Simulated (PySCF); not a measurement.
**ZnO⁺: everyday levels beside a composite calculation**

PySCF; the state is a doublet (π ↑). The composite is CCSD(T) extrapolated to the basis-set limit from two correlation-consistent sets, with core-valence (CV) and scalar-relativistic (SR) terms as its label shows; it has no spin–orbit coupling and nothing beyond (T). Here it is CCSD(T)/CBS(DT). It gives Re = 1.790 Å, ωe = 633 cm⁻¹ and De = 1.65 eV to Zn⁺ + O.

| level | basis | relativity | Re (Å) | ωe (cm⁻¹) | De (eV) |
| --- | --- | --- | --- | --- | --- |
| ROHF | pcseg-1 | no relativity | 1.814 | 691 | -0.40 |
| ROHF-SCS-MP2 | def2-SVPD | no relativity | 1.819 | 630 | 1.53 |
| ROHF-SCS-MP2 | jorge-DZP-DKH | spin-free X2C | 1.802 | 653 | 1.19 |
| ROHF-SCS-MP2 | def2-TZVPPD | no relativity | 1.795 | 654 | 1.46 |
| ROHF-CCSD(T) | pcseg-1 | no relativity | 1.845 | 595 | 1.34 |
| r²SCAN | jorge-DZP-DKH | spin-free X2C | 1.778 | 658 | 1.93 |
| r²SCAN | def2-TZVPPD | no relativity | 1.788 | 646 | 1.82 |
| TPSSh | jorge-DZP-DKH | spin-free X2C | 1.793 | 636 | 1.72 |
| r²SCANh | def2-TZVPPD | no relativity | 1.787 | 651 | 1.65 |
| M06-2X | def2-SVPD | no relativity | 1.817 | 638 | 1.60 |

Question: Give the difference of each row from the composite.

Answer: 

| level | basis | ΔRe (pm) | Δωe (%) | ΔDe (eV) |
| --- | --- | --- | --- | --- |
| ROHF | pcseg-1 | +2.4 | +9.2 | -2.05 |
| ROHF-SCS-MP2 | def2-SVPD | +2.9 | -0.5 | -0.12 |
| ROHF-SCS-MP2 | jorge-DZP-DKH | +1.2 | +3.2 | -0.46 |
| ROHF-SCS-MP2 | def2-TZVPPD | +0.5 | +3.3 | -0.19 |
| ROHF-CCSD(T) | pcseg-1 | +5.5 | -6.0 | -0.31 |
| r²SCAN | jorge-DZP-DKH | -1.2 | +3.9 | +0.28 |
| r²SCAN | def2-TZVPPD | -0.2 | +2.1 | +0.17 |
| TPSSh | jorge-DZP-DKH | +0.3 | +0.5 | +0.07 |
| r²SCANh | def2-TZVPPD | -0.3 | +2.8 | +0.00 |
| M06-2X | def2-SVPD | +2.7 | +0.8 | -0.05 |

Question: Which rows come closest in De?

Answer: r²SCANh in def2-TZVPPD (+0.00 eV), counted from the composite.

Correlated steps freeze the inner cores (5 to 6 orbitals); shallow outer-core shells are correlated. Correlated levels converge slowly with the basis: in double zeta they bind strong bonds too weakly, by up to about 1 eV, and carry superposition errors of some tenths. For an ion De counts to the pair picked by the measured ionisation energies or electron affinities, which need not be the lowest pair at this level. A negative De means that the minimum lies above the separated atoms at that level. The state is the lowest determinant that a PBE0 search found; another state may lie lower at other levels.
